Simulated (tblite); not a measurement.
Species: isopentyl formate, C6H12O2.
Atom-mapped SMILES: `[CH3:1][CH:2]([CH3:3])[CH2:4][CH2:5][O:6][CH:7]=[O:8]` (hydrogens: H9, H10, H11 on C1; H12 on C2; H13, H14, H15 on C3; H16, H17 on C4; H18, H19 on C5; H20 on C7)

Computed with GFN2-xTB (tblite), gas phase: Langevin dynamics at 300 K from the optimised GFN2-xTB geometry, time step 0.5 fs, friction 0.01 fs⁻¹, 2000 steps. The instantaneous temperature is 2·E(kin)/(3Nk) with all 3N coordinates.

| t (fs) | T (K) | E(pot) above start (eV) | C1–C2 (Å) | C2–C3 (Å) | C2–C4 (Å) | C4–C5 (Å) | C5–O6 (Å) | C1–H9 (Å) | C1–C2–C4–C5 (°) |
| --- | --- | --- | --- | --- | --- | --- | --- | --- | --- |
| 0 | 246 | 0.000 | 1.528 | 1.527 | 1.533 | 1.526 | 1.433 | 1.088 | -174 |
| 50 | 220 | 0.530 | 1.523 | 1.518 | 1.527 | 1.553 | 1.453 | 1.132 | 176 |
| 100 | 265 | 0.563 | 1.568 | 1.513 | 1.576 | 1.550 | 1.422 | 1.076 | 172 |
| 150 | 313 | 0.552 | 1.525 | 1.533 | 1.560 | 1.545 | 1.474 | 1.093 | -176 |
| 200 | 288 | 0.450 | 1.520 | 1.513 | 1.500 | 1.513 | 1.401 | 1.128 | -164 |
| 250 | 201 | 0.591 | 1.507 | 1.556 | 1.524 | 1.507 | 1.417 | 1.042 | -169 |
| 300 | 206 | 0.603 | 1.629 | 1.508 | 1.544 | 1.554 | 1.467 | 1.137 | -165 |
| 350 | 203 | 0.549 | 1.494 | 1.560 | 1.563 | 1.504 | 1.384 | 1.041 | 177 |
| 400 | 306 | 0.667 | 1.545 | 1.551 | 1.546 | 1.518 | 1.455 | 1.162 | -165 |
| 450 | 352 | 0.680 | 1.521 | 1.494 | 1.505 | 1.526 | 1.439 | 1.005 | -172 |
| 500 | 295 | 0.734 | 1.562 | 1.520 | 1.515 | 1.518 | 1.477 | 1.187 | -171 |
| 550 | 349 | 0.684 | 1.489 | 1.565 | 1.569 | 1.487 | 1.455 | 1.034 | -173 |
| 600 | 322 | 0.866 | 1.525 | 1.579 | 1.573 | 1.515 | 1.376 | 1.166 | -177 |
| 650 | 348 | 0.868 | 1.506 | 1.483 | 1.566 | 1.530 | 1.483 | 1.033 | -174 |
| 700 | 329 | 0.879 | 1.513 | 1.463 | 1.527 | 1.510 | 1.421 | 1.142 | -176 |
| 750 | 179 | 0.840 | 1.540 | 1.552 | 1.559 | 1.468 | 1.467 | 1.042 | -175 |
| 800 | 256 | 0.666 | 1.529 | 1.512 | 1.603 | 1.542 | 1.442 | 1.117 | -159 |
| 850 | 254 | 0.492 | 1.545 | 1.557 | 1.564 | 1.526 | 1.450 | 1.086 | -165 |
| 900 | 230 | 0.551 | 1.495 | 1.525 | 1.542 | 1.535 | 1.451 | 1.079 | -166 |
| 950 | 208 | 0.525 | 1.528 | 1.547 | 1.502 | 1.495 | 1.463 | 1.124 | -157 |
| 1000 | 245 | 0.639 | 1.527 | 1.546 | 1.556 | 1.564 | 1.424 | 1.049 | -153 |

**Question.** From 500 fs on, how do temperature and potential energy compare with equipartition?

**Answer.** The mean temperature of these 11 frames is 274 K against the target 300 K, and the mean potential energy 0.70 eV against 54 × kT/2 = 0.70 eV for 54 classical harmonic modes. For 20 atoms in a canonical ensemble the temperature itself scatters by T·√(2/(3N)) = 55 K; here its standard deviation is 55 K. The whole run lasts only 10 friction times of 100 fs, so these averages carry a wide statistical error.

**Question.** What are the kinetic and total energies of the listed frame with the highest potential energy?

**Answer.** The one at 700 fs, 0.879 eV above the start. Its kinetic energy is 3NkT/2 = 0.850 eV at 329 K, so the sum is 1.73 eV; over the listed frames the sum runs from 0.64 to 1.77 eV, since the thermostat adds and removes energy.

**Question.** How much do the listed bonds fluctuate from 500 fs on?

**Answer.** 
```
 bond  at the start (Å)  mean (Å)  standard deviation (Å)
C1–C2             1.528     1.523                   0.021
C2–C3             1.527     1.532                   0.034
C2–C4             1.533     1.552                   0.027
C4–C5             1.526     1.517                   0.026
C5–O6             1.433     1.446                   0.029
C1–H9             1.088     1.096                   0.052
```

The motion is classical and holds no zero-point motion.

What follows is the cost of the whole dynamics run. On an Arm Neoverse V1 with one thread, shared host with 32 logical CPUs at a one-minute load of 12, this took 12 s of wall time and 0.18 GiB of memory at its peak.
